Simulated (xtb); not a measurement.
bromine (Br2), SMILES BrBr. All values are semi-empirical tight-binding results from xtb (GFN2-xTB unless named), good for trends rather than for accurate numbers. Coordinates come from a GFN2-xTB optimisation.

Optimised geometry:

Bond lengths (Å): Br1–Br2 2.280.

**Question.** Estimate the properties. (Estimate from the structure and the level; the computed values follow.)

**Answer.** 
```json
{
  "point_group_as_xtb_finds_it": "D∞h",
  "orbital_gap": "2.59 eV",
  "static polarisability (D4 model)": "43.9 bohr³",
  "solvation energy, GFN2-xTB/ALPB(water)": "0.1 kcal/mol",
  "solvation energy, GFN2-xTB/ALPB(ether)": "-3.6 kcal/mol"
}
```

Computed atomic charges and the Wiberg bond orders between heavy atoms:
charges (e) Br1 0.00, Br2 0.00. Bond orders Br1–Br2 1.27.
